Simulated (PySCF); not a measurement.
Coordinates in bohr (charge 0 multiplicity 2):
```
Tc   -0.0309    0.3610    0.0000
N     0.0000   -2.6166    0.0000
H     3.0340    0.9282    0.0000
```

Computed with PySCF, UPBE0, basis Tc def2-TZVP with ECP28, N def2-TZVP, H def2-TZVP (scalar-relativistic core potentials, no spin–orbit coupling, density fitting).

This geometry of HTcN is a stationary point at this level.

Problem. What is the point group?

Solution. Cs.

Problem. Is it a minimum?

Solution. Yes: all harmonic wavenumbers are real.

Problem. What are the dipole moment and the gap between the highest occupied and lowest empty levels of either spin?

Solution. 3.84 D and 3.33 eV.

Problem. Give the ideal-gas entropy at 298.15 K and 1 bar by parts.

Solution. translation 167.9, rotation 81.3, vibration 2.0, spin 5.8; total 257.0 J/(mol K).

Problem. What is the atomisation energy, with and without zero-point energy?

Solution. 760 kJ/mol without, 738 kJ/mol with.

This need not be the most stable arrangement of these atoms. Open d and f shells are described by one determinant, and the ground state may have another occupation or spin.
